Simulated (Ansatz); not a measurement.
`[Cl][Mg][Br]`, charge 0, multiplicity 1.

(1) Give a relaxed structure at PBE0-D4/def2-TZVP (Ansatz 0.2.0). (An estimate is asked.)

## Answers

(1) Computed: 
Z-matrix (Å, degrees):
```
Mg
Cl 1 2.170
Br 1 2.318 2 179.8
```
Point group C∞v.
